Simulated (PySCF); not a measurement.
C₇H₄FN.
Bonds: N1–C2 (triple), C2–C3, C3–C4 (aromatic), C4–C5 (aromatic), C5–C6 (aromatic), C6–C7 (aromatic), C7–F8, C7–C9 (aromatic), C3–C9 (aromatic). Hydrogens: H10 on C4; H11 on C5; H12 on C6; H13 on C9.

Level: wB97X-D/pcSseg-2 in PySCF, non-relativistic, on one gas-phase PBE0-D3(BJ)/def2-TZVP geometry that isn't relaxed in the solvent. The solvent is an IEF-PCM continuum (Bondi radii, 1.10 Å for H, scaled by 1.2). Only the electrostatic response of the medium enters.

Gas phase at wB97X-D/pcSseg-2: HOMO -9.66 eV, LUMO -0.17 eV, dipole 4.06 D.

Problem. What does the continuum do to the energy, the frontier levels and the dipole at wB97X-D/pcSseg-2 in chloroform?

Solution. 
```csv
solvent,ε,E(solvent) − E(gas) (kcal/mol),polarisation term (kcal/mol),distortion of the solute (kcal/mol),HOMO (eV),LUMO (eV),dipole (D)
chloroform,4.711,-4.90,-5.65,0.75,-9.46,-0.01,5.02
```

The polarisation term is half the interaction of the solute with the surface charges that it induces; the rest is the cost of distorting the solute's density. The sum is the electrostatic part of solvation alone.

Problem. Which radius a makes the point-dipole formula ΔE = −[(ε − 1)/(2ε + 1)]·μ²/a³ give the value in chloroform, with the gas-phase dipole?

Solution. μ = 1.598 au and |ΔE| = 0.00781 Eh give a = 2.58 Å; the farthest nucleus lies 3.64 Å from the centroid of the nuclei, so such a sphere wouldn't even hold the nuclei. The formula assumes a rigid point dipole at the centre of a sphere.

Time: 95 s; peak memory 2.0 GiB. Hardware: one thread, Arm Neoverse V1 (aarch64), no GPU, on a shared host. This is the whole shielding run at wB97X-D/pcSseg-2 in chloroform, SCF included.

wB97X-D is run here without its empirical dispersion term; that term would change no orbital, density or response property at a fixed geometry.
